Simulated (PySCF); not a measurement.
Cl4Se, SMILES Cl[Se+](Cl)(Cl)Cl, charge +1, multiplicity 2. Atoms are numbered in the order given.

```xyz
5

Se     0.0000     0.0000    -0.1657
Cl     0.0000     2.1152    -1.0090
Cl     0.0000    -2.1152    -1.0090
Cl     1.6840     0.0000     1.1748
Cl    -1.6840     0.0000     1.1748
```
Charge +1, spin multiplicity 2.

Geometry: B3LYP-D3(BJ)/def2-SVP.

The numbers are results of PBE/def2-TZVP (PySCF), not measurements.

Atomic charges (e):

```csv
atom,Löwdin,Mulliken,Mulliken spin
Se1,[?],0.69,0.08
Cl2,[?],0.05,0.36
Cl3,[?],0.05,0.36
Cl4,[?],0.10,0.09
Cl5,[?],0.10,0.09
```

Problem. Complete the blanks. (Estimate from the structure and the level; the computed values follow.)

Solution. 
- Se1, Löwdin: 0.07
- Cl2, Löwdin: 0.19
- Cl3, Löwdin: 0.19
- Cl4, Löwdin: 0.27
- Cl5, Löwdin: 0.27

Computed Mayer and Wiberg (Löwdin basis) orders of the bonds:
| bond | Mayer | Wiberg |
|---|---|---|
| Se1–Cl2 | 0.98 | 1.47 |
| Se1–Cl3 | 0.98 | 1.47 |
| Se1–Cl4 | 1.18 | 1.70 |
| Se1–Cl5 | 1.18 | 1.70 |
